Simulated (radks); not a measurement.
Q: Excited configurations of W II: one electron is placed in a higher orbital outside [Xe] 4f14 5d4. The ground configuration is [Xe] 4f14 5d4 6s1. Calculated with a radial shooting solver on a logarithmic mesh with Libxc functionals: scalar-relativistic Kohn-Sham, SCAN, spin-polarised, spherical densities, finite nucleus; open shells are filled with parallel spins first (spin-orbit coupling, left out, can overturn this in heavy ions); meta-GGA in the generalised Kohn-Sham scheme; Fermi nuclear charge, rms radius 5.3658 fm. Excitation = E - E(ground); binding = E(ion) - E, where the ion is the core of charge +2; n* = 2/sqrt(2 binding) in atomic units, and the quantum defect is n - n*.

outer orbital  excitation (eV)  binding (eV)     n*  quantum defect  eigenvalue (eV)  <r> (bohr)
6p                       6.301        10.635  2.262           3.738           -8.156       3.679
6d                      11.626         5.310  3.201           2.799           -3.896       6.441
6f                      14.551         2.384  4.777           1.223           -1.794       14.44
7p                      11.897         5.038  3.287           3.713           -3.999       8.015
7d                      13.797         3.138  4.164           2.836           -2.435       11.98
7f                      15.249         1.687  5.680           1.320           -1.315       22.01

Estimate the row for 5f.

A: excitation (eV) 13.398; binding (eV) 3.537; n* 3.923; quantum defect 1.077; eigenvalue (eV) -2.468; <r> (bohr) 8.364. The Delta-SCF ionisation energy is 16.935 eV (NIST Atomic Spectra Database: 16.4 eV, semi-empirical). Self-interaction in the functional shifts the binding energies and quantum defects, so they are the method's values and not measured ones. Open shells are spherical and high-spin; term and fine-structure splittings are not resolved. Spin-orbit splitting is averaged out at the scalar-relativistic level.
